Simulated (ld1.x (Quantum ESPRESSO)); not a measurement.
# Cd (Z = 48): one change to an ultrasoft potential, before and after

* Element: cadmium
* Generator: ld1.x (Quantum ESPRESSO) 7.5
* Type: ultrasoft
* Functional: LDA (PZ)
* Relativity: scalar-relativistic
* Frozen core: [Kr]
* Valence charge: 12
* Reference configuration: 4d10 5s1 5p0 (charge +1)
* Partial waves: 5s (bound): rcut 1.60, rcutus 2.20 bohr; 5s channel at 0.65 Ry: rcut 1.60, rcutus 2.20 bohr; 5p (bound, empty): rcut 2.75, rcutus 2.95 bohr; 5p channel at 2.1 Ry: rcut 2.75, rcutus 2.95 bohr; 4d (bound): rcut 0.85, rcutus 1.15 bohr; 4d channel at -1.15 Ry: rcut 0.85, rcutus 1.15 bohr
* Local potential: all-electron potential smoothed inside 1.10 bohr (lloc = -1)
* Core correction: a·sin(br)/r model core inside 0.90 bohr
* Augmentation charge: PSQ, radius 0.70 bohr

All-electron outer shells of the reference configuration (LDA (PZ), scalar-relativistic, ld1.x):

```
shell  level (eV)  outermost node (bohr)  outermost maximum (bohr)
   4p      -75.91                   0.43                      0.84
   4d      -20.74                   0.42                      0.98
   5s      -13.46                   1.06                      2.23
   5p       -7.62                   1.19                      2.80
```

Change: core correction none.

Cutoffs: the cutoffs (Ry, on a coarse ladder) from which the occupation-weighted sum of valence levels, in a spherical-Bessel basis at the reference potential, stays within 10 and 1 mRy of its value at 400 Ry; they do not see the model core or the augmentation charge, which bear on the density cutoff. Errors are all-electron minus pseudo energies relative to the spin-unpolarised reference configuration.

Task: What does the change do?

Result: The potential gets neither clearly harder nor softer (90 Ry and 160 Ry → 90 Ry and 160 Ry); both files keep a bound ghost (p, s); of the 9 tests that both files solve, the error grows in 5 and shrinks in 4 by more than 15 % and 0.3 meV (median size 4.4 → 9.9 meV).

```tsv
quantity	base	changed
cutoff, loose	90 Ry	90 Ry
cutoff, tight	160 Ry	160 Ry
bound ghosts	s, p	s, p
error for 4d10 5s2 5p0, meV [ΔE -9.63 eV]	+1.2	+6.7
error for 4d10 5s0 5p0, meV [ΔE 17.52 eV]	-4.4	+9.9
error for 4d9 5s0 5p0, meV [ΔE 55.78 eV]	-118	-37
error for 4d9 5s2 5p0, meV [ΔE 8.52 eV]	-63	-34
error for 4d10 5s0 5p2, meV [ΔE 0.29 eV]	+0.4	+2.2
error for 4d8 5s0 5p0, meV [ΔE 110.05 eV]	-549	-268
error for 4d10 5s1.5 5p0, meV [ΔE -5.75 eV]	+0.7	+2.5
error for 4d10 5s1 5p0 (spin-polarised), meV [ΔE -0.19 eV]	-0.2	+6.2
error for 4d9 5s0 5p0 (spin-polarised), meV [ΔE 55.60 eV]	-108	+88
s: phases at 3.19 bohr within 0.05 rad from the reference energy up to (Ry; the scan ends near 5)	to the end of the scan	to the end of the scan
p: phases at 3.19 bohr within 0.05 rad from the reference energy up to (Ry; the scan ends near 5)	to the end of the scan	to the end of the scan
d: phases at 3.19 bohr within 0.05 rad from the reference energy up to (Ry; the scan ends near 5)	4.7	4.7
lowest overlap eigenvalue by channel	s 0.23, p 0.31, d 0.93	s 0.23, p 0.31, d 0.93
```

 A true bound ghost makes a file unfit for plane-wave use even where its test errors are small: the radial tests pick states by their node count and pass the ghost by.
